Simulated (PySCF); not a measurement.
A geometry optimisation on Di(furan-2-yl)(methyl)phosphane (`CP(c1ccco1)c1ccco1`).

Computed with PBE0-D3(BJ)/def2-SVP geometry optimisation, gas phase (PySCF 2.14.0). Start geometry: GFN2-xTB. The input is one job of a driver script: a line of settings, then coordinates in Å.

Command:
```bash
OMP_NUM_THREADS=1 python probes_run.py task.json out
```

Input:
```
{"job": {"xc": "PBE0", "basis": "def2-SVP", "d3": "d3bj", "grid": 1, "shake": 0.01, "kind": "geom"}, "charge": 0, "multiplicity": 1}
C      0.149730    -2.319030     0.929140
P      0.063480    -1.445740    -0.722310
C     -1.363700    -0.345060    -0.420670
C     -2.389060    -0.028810    -1.195540
C     -3.193730     0.888520    -0.461600
C     -2.527710     1.081540     0.719080
O     -1.400270     0.333300     0.756920
C      1.374650    -0.200410    -0.396450
C      1.443860     1.142970    -0.617760
C      2.760010     1.511910    -0.277730
C      3.374470     0.371790     0.129480
O      2.552380    -0.671090     0.059370
H     -0.705200    -3.013560     0.961880
H      1.066140    -2.809700     1.011220
H      0.025110    -1.585610     1.736830
H     -2.631750    -0.406400    -2.159870
H     -4.106790     1.371270    -0.749630
H     -2.746170     1.690870     1.584760
H      0.662460     1.763940    -1.002950
H      3.160820     2.503900    -0.330470
H      4.360080     0.187670     0.469310
```

Question: Give the output.

Answer: 
```
step   0  E = -838.97250870  max force = 0.054380
step   1  E = -838.98142000  max force = 0.014888
step   2  E = -838.98209152  max force = 0.003276
step   3  E = -838.98219384  max force = 0.004651
step   4  E = -838.98224480  max force = 0.003574
step   5  E = -838.98235757  max force = 0.001878
step   6  E = -838.98241404  max force = 0.000552
step   7  E = -838.98247476  max force = 0.001183
step   8  E = -838.98257011  max force = 0.002349
step   9  E = -838.98255089  max force = 0.003207
step  10  E = -838.98267247  max force = 0.001069
step  11  E = -838.98269347  max force = 0.000585
step  12  E = -838.98270776  max force = 0.000346
optimisation converged
```

Energies in Eh; «max force» is the largest Cartesian gradient component in Eh/bohr.

Question: How much energy does the optimisation release, in eV?

Answer: E(step 0) − E(last step) = 0.010199 Eh, which is 0.278 eV.

Summary of the converged run: final energy -838.98271 Eh after 12 steps; dipole 1.67 D.

On an Arm Neoverse V1 with one thread, on a shared host, this took 6.4 min and 1.1 GiB of memory at its peak.
Labels such as C1 count atoms from 1, the log's own numbers from 0.
